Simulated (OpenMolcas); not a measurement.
## Re5+: effect of the basis set

```json
{
  "Program": "OpenMolcas 26.06",
  "Method": "CASSCF",
  "Active space": "2 electrons in 5 orbitals (5d)",
  "State averaging": "2S+1 = 3 even, 10 roots; 2S+1 = 1 even, 15 roots",
  "Spin-orbit coupling": "RASSI with atomic mean-field integrals over the reference wave functions, term energies averaged over their components"
}
```

A. ANO-R1 [7s5p4d2f], X2C, finite nucleus; cost roughly 6 core-seconds
B. ANO-RCC-VDZP [7s6p4d2f1g], DKH2, point nucleus; cost roughly 3 core-seconds
C. ANO-R2 [8s6p5d3f1g], X2C, finite nucleus; cost roughly 6 core-seconds
D. ANO-RCC-VTZP [8s7p5d3f2g1h], DKH2, point nucleus; cost roughly 5 core-seconds
E. ANO-R3 [10s7p6d4f2g1h], X2C, finite nucleus; cost about 10 core-seconds
F. ANO-RCC-VQZP [9s8p6d4f3g2h], DKH2, point nucleus; cost roughly 22 core-seconds

Energies in cm⁻¹ above 5d² ³F₂.

| Level | A | B | C | D | E | F |
| --- | --- | --- | --- | --- | --- | --- |
| 5d² ³F₂ | 0.0 | 0.0 | 0.0 | 0.0 | 0.0 | 0.0 |
| 5d² ³F₃ | 8450 | 9172 | 8098 | 7999 | 7806 | 7856 |
| 5d² ³F₄ | 15553 | 16638 | 14995 | 14833 | 14551 | 14611 |
| 5d² ³P₀ | 16662 | 16700 | 16516 | 16495 | 16610 | 16541 |
| 5d² ³P₁ | 21589 | 22187 | 21187 | 21094 | 21059 | 21036 |
| 5d² ¹G₄ | 29696 | 30627 | 29101 | 28966 | 28889 | 28855 |
| 5d² ³P₂ [57 %] | 30985 | 32327 | 30209 | 30016 | 29797 | 29818 |
| 5d² ¹S₀ | 57791 | 58481 | 57068 | 56956 | 57163 | 56964 |

Among A to F the level of the table that moves most is 5d² ³P₂ [57 %], by 2500 cm-1 (lowest in E, highest in B).

Without dynamic correlation excited terms often stand tens of per cent too high (terms of higher spin than the ground term too low), and those without a measured partner can miss by more than the paired ones. The basis is small and was not contracted for so high a charge (holds for A; B). Only configurations of the active space appear. The table leaves out levels that lie high or whose names do not pair safely across all columns.

A share in square brackets marks a mixed level and gives the weight of the term that names it, the lowest over the columns.
